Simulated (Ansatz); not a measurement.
The first iterations of a band of a periodic cell of 25 atoms, Si16H8Cl (surface Si(111), H-covered but for one site, underside capped with H, adsorbate HCl).

These are results of DFT PBE-D3(BJ), scalar-relativistic, plane waves, PAW (Ansatz 0.2.0), not measurements. Settings: PAW set soft_1, cutoff 420 eV, k mesh 2x2x1, fermi-dirac smearing 0.02 eV, spin collinear.

- movable images: 5
- climbing image: yes
- spring: 1.0 eV/Å²
- optimiser: quadratic models (default)
- start path: straight line
- force threshold: 0.05 eV/Å
- iteration limit: 24
- end points: relaxed
- atoms held: 1 to 8

First end point:

```xyz
25
Lattice="7.6792 0.0000 0.0000 3.8396 6.6504 0.0000 0.0000 0.0000 17.8688" Properties=species:S:1:pos:R:3
H 1.920 1.108 1.000
H 5.759 1.108 1.000
H 3.840 4.434 1.000
H 7.679 4.434 1.000
Si 1.920 1.108 2.500
Si 5.759 1.108 2.500
Si 3.840 4.434 2.500
Si 7.679 4.434 2.500
Si 0.000 2.220 3.253
Si 3.840 2.217 3.261
Si 1.917 5.541 3.254
Si 5.762 5.541 3.254
Si -0.001 2.243 5.601
Si 3.839 2.219 5.606
Si 1.902 5.533 5.603
Si 5.776 5.534 5.603
Si -0.001 0.007 6.218
Si 3.839 0.009 6.378
Si 1.926 3.323 6.381
Si 5.752 3.324 6.381
H 3.839 -0.002 7.878
H 1.915 3.328 7.880
H 5.765 3.326 7.880
Cl 3.825 5.506 9.594
H 3.842 6.087 8.393
```

Last end point:

Only the atoms that move by more than 0.05 Å are listed.
```
Si17 0.000 -0.004 6.290
Si20 5.755 3.332 6.327
H23 5.747 3.369 7.842
Cl24 6.505 1.016 9.569
H25 6.182 2.043 8.836
```

| iteration | highest image above the first end (eV) | largest band force component (eV/Å) |
| --- | --- | --- |
| 1 | 1.471 | 3.770 |
| 2 | 0.571 | 1.214 |
| 3 | 0.403 | 0.804 |
| 4 | 0.297 | 0.554 |
| 5 | 0.336 | 1.283 |
| 6 | 0.219 | 0.518 |

Q: Does the band converge within its limit, and where does its top end?

A: The forces met the threshold. It ended after 18 iterations with the highest image 0.110 eV above the first end. The order of the stationary point at the top wasn't checked. Limits of this set-up: thin slab, slab without dipole correction.

The run took 28 min on 2 threads of Arm Neoverse V1 (shared host), peak memory 3 GiB.
